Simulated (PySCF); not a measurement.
Fine-structure interval of Yb³⁵⁺ by level of theory

Yb³⁵⁺ [Ar] 3d10 4s2 4p5 [4p1/2^2 4p3/2^3, M_J = 3/2] → Yb³⁵⁺ [Ar] 3d10 4s2 4p5 [4p1/2^1 4p3/2^4, M_J = 1/2], as a difference of total energies. Calculation: PySCF 2.14, in an even-tempered Gaussian basis (17 s from 3.7 bohr⁻², ratio 2.8; 14 p from 4.8 bohr⁻², ratio 2.8; 8 d from 8.6 bohr⁻², ratio 2.8; 4 f from 24 bohr⁻², ratio 3); the two-component X2C-1e Hamiltonian. Correlated levels: [Ne] frozen; the 80 highest virtual spinors dropped. "Screened" scales the spin-orbit matrix elements by Boettger's factors to mimic the two-electron term; Breit and QED terms are absent.

| method | fine-structure interval (cm⁻¹) |
| --- | --- |
| GHF (screened spin-orbit) | 568320 |
| GMP2 (screened spin-orbit) | 568400 |
| GHF (bare spin-orbit) | 586670 |
